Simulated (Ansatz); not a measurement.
Reaction (isomerisation): `ClC[SiH2][SeH]` → `C[Se][SiH2]Cl`

Calculated with Ansatz (gas phase, PBE0-D4/def2-TZVP geometries, no zero-point term in ΔE). CCSD(T)/CBS adds triple-zeta CCSD(T) − MP2 to the extrapolated MP2 energy (def2 sets, frozen cores). For Se outer-core shells are correlated without core-valence functions, which leaves a few kJ/mol of doubt a bond. Scalar relativity is left out up to krypton. Each species was taken in one conformer, which may not be the lowest.

`ClC[SiH2][SeH]`:

Z-matrix (Å, degrees):
```
C
Si 1 1.880
Cl 1 1.787 2 108.2
H 1 1.090 2 111.7 3 118.9
H 1 1.090 2 112.2 3 -118.9
Se 2 2.281 1 110.9 3 -179.1
H 2 1.481 1 109.5 3 -63.4
H 2 1.482 1 109.0 3 58.4
H 6 1.469 2 93.0 1 -71.9
```

`C[Se][SiH2]Cl`:

Cartesian coordinates in Å:
```
C 0.893 -1.154 0.666
Se -0.243 0.246 1.432
Si -0.808 1.213 -0.518
Cl -1.907 -0.042 -1.729
H 1.272 -1.732 1.507
H 1.723 -0.709 0.122
H 0.303 -1.795 0.015
H -1.630 2.399 -0.191
H 0.396 1.573 -1.302
```

```csv
level,ΔE (kcal/mol)
CCSD/def2-TZVPP,-29.2
CCSD(T)/def2-TZVPP,-29.1
```

What does CCSD(T)/CBS give? (An estimate is asked.)

Ansatz gave: -29.4 kcal/mol. The listed levels differ from it by 0.2, 0.3 kcal/mol.

Largest T1 diagnostic among the species: 0.009.
